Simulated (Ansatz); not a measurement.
Ansatz results at the PBE0-D4/def2-TZVP geometry: HOMO energy (ωB97M-V/def2-TZVPP) -9.26 eV; ideal-gas entropy at 298 K and 1 bar (rigid rotor, harmonic PBE0-D4/def2-TZVP) 290 J/(mol·K); size of the dipole moment (B3LYP/def2-TZVPP) 1.48 D.

Task: Which molecule gave them?
A. `NC(F)CO`
B. `C1=N[SiH2]C1`
C. `[SiH2]1[SiH2]S1`
D. `C=NC(=O)OBCl`

Result: C. The others give `NC(F)CO`: -10.24, 310, 0.82; `C1=N[SiH2]C1`: -9.66, 284, 2.34; `C=NC(=O)OBCl`: -10.65, 374, 3.22.

B3LYP here is the variant with VWN-RPA as its local correlation; programs differ in this.
